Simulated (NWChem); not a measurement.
System meant: C2H7BeNS; SMILES C[N](C)[Be][SH]

Input file for NWChem:

```
start job
memory heap 200 mb stack 900 mb global 1100 mb
geometry units angstroms noautoz
  Be     0.036404    -0.447506     0.000000
  N      0.021151     1.055031     0.000000
  C      0.008380     1.849409     1.204284
  C      0.008380     1.849409    -1.204284
  H     -0.894703     2.488278     1.268302
  H      0.886173     2.522854     1.262734
  H      0.024196     1.209677     2.100693
  H      0.886173     2.522854    -1.262734
  H     -0.894703     2.488278    -1.268302
  H      0.024196     1.209677    -2.100693
  S      0.091686    -2.354755     0.000000
  H     -1.255247    -2.484371     0.000000
end
basis spherical
  * library def2-svp
end
dft
  xc b3lyp
  iterations 4
  mulliken
end
task dft energy
```

End of the output:

```
    Atom       Charge   Shell Charges
 -----------   ------   -------------------------------------------------------
    1 Be   4     3.97   1.96  0.40  0.14  0.97  0.50
    2 N    7     7.27   1.97  0.75  0.42  2.34  1.75  0.04
    3 C    6     5.97   1.96  0.57  0.29  1.86  1.17  0.11
    4 C    6     5.97   1.96  0.57  0.29  1.86  1.17  0.11
    5 H    1     0.99   0.65  0.28  0.06
    6 H    1     0.99   0.65  0.28  0.06
    7 H    1     0.97   0.65  0.26  0.06
    8 H    1     0.99   0.65  0.28  0.06
    9 H    1     0.99   0.65  0.28  0.06
   10 H    1     0.97   0.65  0.26  0.06
   11 S   16    15.95   2.00  1.95  0.96  0.64  5.81  1.90  2.63  0.05
   12 H    1     0.99   0.61  0.30  0.08

 center of mass
 --------------
 x =   0.02713445 y =   0.22547648 z =  -0.00000000

 moments of inertia (a.u.)
 ------------------
        1286.413967913760           0.000000000000          -0.000000000000
           0.000000000000         196.880055689814           0.000000000000
          -0.000000000000           0.000000000000        1125.056381856454

     Multipole analysis of the density
     ---------------------------------

     L   x y z        total         alpha         beta         nuclear
     -   - - -        -----         -----         ----         -------
     0   0 0 0     -0.000000    -23.000000    -23.000000     46.000000

     1   1 0 0     -0.342049     -0.171024     -0.171024      0.000000
     1   0 1 0     -0.663202     -0.331601     -0.331601      0.000000
     1   0 0 1     -0.000000     -0.000000     -0.000000      0.000000

     2   2 0 0    -28.022241    -22.757171    -22.757171     17.492102
     2   1 1 0     -1.998365      1.826280      1.826280     -5.650925
     2   1 0 1      0.000000      0.000000      0.000000      0.000000
     2   0 2 0    -31.401526   -323.795621   -323.795621    616.189716
     2   0 1 1      0.000000      0.000000      0.000000      0.000000
     2   0 0 2    -28.441821    -72.492816    -72.492816    116.543812

 ------------------------------------------------------------------------
 dft energy failed                                                                                  0
 ------------------------------------------------------------------------
 ------------------------------------------------------------------------
  current input line :
    25: task dft energy
 ------------------------------------------------------------------------
 ------------------------------------------------------------------------
 This type of error is most commonly associated with calculations not reaching convergence criteria
 ------------------------------------------------------------------------
 For more information see the NWChem manual at https://nwchemgit.github.io

0:dft energy failed:Received an Error in Communication
```

Question: Find the fault in this run and fix the input.

Answer: Convergence was not reached. Cause: the SCF was allowed too few iterations. This input runs:
```
start job
memory heap 200 mb stack 900 mb global 1100 mb
geometry units angstroms noautoz
  Be     0.036404    -0.447506     0.000000
  N      0.021151     1.055031     0.000000
  C      0.008380     1.849409     1.204284
  C      0.008380     1.849409    -1.204284
  H     -0.894703     2.488278     1.268302
  H      0.886173     2.522854     1.262734
  H      0.024196     1.209677     2.100693
  H      0.886173     2.522854    -1.262734
  H     -0.894703     2.488278    -1.268302
  H      0.024196     1.209677    -2.100693
  S      0.091686    -2.354755     0.000000
  H     -1.255247    -2.484371     0.000000
end
basis spherical
  Be library def2-svp
  N library def2-svp
  C library def2-svp
  H library def2-svp
  S library def2-svp
end
dft
  xc b3lyp
  iterations 150
  mulliken
end
task dft energy
```
It converges to -547.97214 Ha (B3LYP/def2-SVP).
